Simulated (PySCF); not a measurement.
**InCl⁻: energy against distance**

Set-up: In def2-TZVPPD with ECP28, Cl def2-TZVPPD; scalar-relativistic core potentials (PySCF 2.14). Energies in eV from In + Cl⁻ in their ground configurations at the same level. State: ²Π (doublet), unpaired electrons π ↑.

| R (Å) | BP86 | HSE06 | UHF-MP2 |
| --- | --- | --- | --- |
| 2.235 | -0.804 | -0.905 | -0.853 |
| 2.339 | -1.111 | -1.195 | -1.139 |
| 2.443 | -1.277 | -1.345 | -1.282 |
| 2.521 | -1.338 | -1.394 | -1.327 |
| 2.599 | -1.360 | -1.406 | -1.334 |
| 2.677 | -1.354 | -1.391 | -1.316 |
| 2.781 | -1.316 | -1.342 | -1.264 |
| 2.911 | -1.239 | -1.255 | -1.176 |
| 3.067 | -1.126 | -1.131 | -1.056 |
| 3.275 | -0.967 | -0.963 | -0.895 |

Q: Put a parabola through the three lowest points of the BP86 curve and estimate Re, k and ωe (reduced mass 26.81 u; 1 eV/Å² = 0.16022 mdyn/Å; ωe = 1302.8·√(k/μ) cm⁻¹).

A: Through R = 2.521, 2.599, 2.677 Å the second-order coefficient is 2.30 eV/Å², so Re ≈ 2.621 Å, k ≈ 0.737 mdyn/Å and ωe ≈ 216 cm⁻¹. A polynomial fit of higher order to the unrounded BP86 energies gives Re = 2.618 Å, k = 0.675 mdyn/Å, ωe = 207 cm⁻¹; anharmonicity and rounding make the difference.

The higher-order fit for each curve: BP86: Re = 2.618 Å, ωe = 207 cm⁻¹, De = 1.36 eV; HSE06: Re = 2.590 Å, ωe = 215 cm⁻¹, De = 1.41 eV; UHF-MP2: Re = 2.579 Å, ωe = 218 cm⁻¹, De = 1.34 eV.

Correlated steps freeze 9 core orbitals. These are scalar-relativistic numbers at best; spin–orbit coupling would shift them, the dissociation energy most. For an ion De counts to the pair picked by the measured ionisation energies or electron affinities, which need not be the lowest pair at this level. The highest Kohn–Sham level is positive in this anion. Much of that is self-interaction error, but it also means that the finite basis helps to hold the extra electron. The state is the lowest determinant that a PBE0 search found; another state may lie lower at other levels.
